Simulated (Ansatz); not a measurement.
Energy needed to pull apart AgBr (SMILES [Br][Ag]), closed shell, into free ground-state atoms, from the structure below (displaced at random from a GFN2-xTB minimum); no zero-point or spin–orbit terms; open-shell atoms are treated unrestricted, in their ground-state multiplicity.

| atom | x (Å) | y (Å) | z (Å) |
| --- | --- | --- | --- |
| Br1 | 0.9118 | -0.4638 | 0.5793 |
| Ag2 | -1.0613 | 0.3435 | -0.4776 |

Program: Ansatz 0.2.0. Basis: def2-TZVPP. Cores are frozen in the correlated methods. Filled d shells of the heavier atoms are correlated. Core potentials replace the inner electrons of the atoms past krypton. The def2 sets are not built for correlating such inner shells, so the correlated values are less sure here. B3LYP uses VWN-RPA correlation.

```json
{"method": "PBE-D4", "atomization energy (kJ/mol)": "286"}
{"method": "r2SCAN-D4", "atomization energy (kJ/mol)": "290"}
{"method": "PBE0-D4", "atomization energy (kJ/mol)": "281"}
{"method": "B3LYP-D4", "atomization energy (kJ/mol)": "266"}
{"method": "CAM-B3LYP-D4", "atomization energy (kJ/mol)": "271"}
{"method": "wB97M-V", "atomization energy (kJ/mol)": "293"}
{"method": "HF", "atomization energy (kJ/mol)": "191"}
{"method": "MP2", "atomization energy (kJ/mol)": "?"}
{"method": "CCSD", "atomization energy (kJ/mol)": "?"}
{"method": "CCSD(T)", "atomization energy (kJ/mol)": "273"}
```

(1) What does MP2 give? (An estimate is asked for; the value comes from the calculation.)

(2) What does CCSD give? (Judge from chemistry; the value comes from the calculation.)

T1 diagnostic: at most 0.016.

## Answers

(1) The calculation gives: 285 kJ/mol, which is about 12 kJ/mol more than CCSD(T)/def2-TZVPP.

(2) The calculation gives: 263 kJ/mol, which is about 10 kJ/mol less than CCSD(T)/def2-TZVPP.

In triple zeta the MP2 and coupled-cluster atomization energies are still short of their basis limit by a few kcal/mol a bond, whereas those of the functionals are nearly converged, so these differences are not deviations from converged CCSD(T).

For scale, one of the runs: CCSD(T)/def2-TZVPP forces, 104 basis functions (an equivalent command: `ansatz run in.yaml --threads 4`). Time: 31 s of wall clock on 4 CPU threads; the host was shared. Peak host memory: 0.66 GiB.
